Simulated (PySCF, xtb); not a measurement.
H4PSi, SMILES [SiH2]P, multiplicity 2.

Harmonic wavenumbers (cm⁻¹) from GFN2-xTB (xtb) at its own minimum, in rising order: 109, 432, 480, 516, 707, 718, 759, 1134, 2210, 2227, 2295, 2379.

### Question
What does PySCF with PBE0-D3(BJ)/def2-TZVP give at its own minimum? (Estimate from the structure and the level; the computed values follow.)

### Answer
175, 451, 474, 509, 726, 782, 906, 1078, 2178, 2205, 2408, 2422. Paired by order, the mean absolute difference is 49 cm⁻¹ and the zero-point energies are 20.0 and 20.5 kcal/mol.
